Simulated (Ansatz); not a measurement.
Computed with Ansatz on PBE0-D4/def2-TZVP structures; ΔE is electronic, products minus reactants. CCSD(T)/CBS is the MP2 limit (def2-TZVPP, def2-QZVPP) plus CCSD(T) − MP2 in def2-TZVPP, frozen cores. Functionals use def2-TZVPP. For Ga, Ge outer-core shells are correlated without core-valence functions, which leaves a few kJ/mol of doubt a bond. Scalar relativity is left out up to krypton.

`[GaH2][GeH3]` + `O[SiH3]` → `[SiH3][O][GaH2]` + GeH₄  (cleavage of the Ga–Ge bond)

(1) Is it downhill or uphill in electronic energy at CCSD(T)/CBS, and by how much? (Estimate.)

(2) What do these levels give: LDA (SPW92), PBE0-D4, ωB97X-V, r2SCAN0, RPA@PBE/def2-TZVPP, CCSD/def2-SVP? (An estimate is asked.)

Largest T1 diagnostic among the species: 0.014.

Results:

(1) Ansatz gave: Downhill: ΔE = -12.1 kcal/mol.

(2) The calculation gave: LDA (SPW92) -9.9, PBE0-D4 -9.7, ωB97X-V -13.0, r2SCAN0 -11.5, RPA@PBE/def2-TZVPP -13.6, CCSD/def2-SVP -16.9 kcal/mol.

In def2-TZVPP, CCSD(T) changes the Hartree–Fock value by +2.2 kcal/mol (the triples alone add −0.1 kcal/mol) and MP2 by +1.4 kcal/mol. From BLYP to BHLYP (50 % exact exchange), in def2-TZVPP and without D4, ΔE moves by −1.4 kcal/mol.
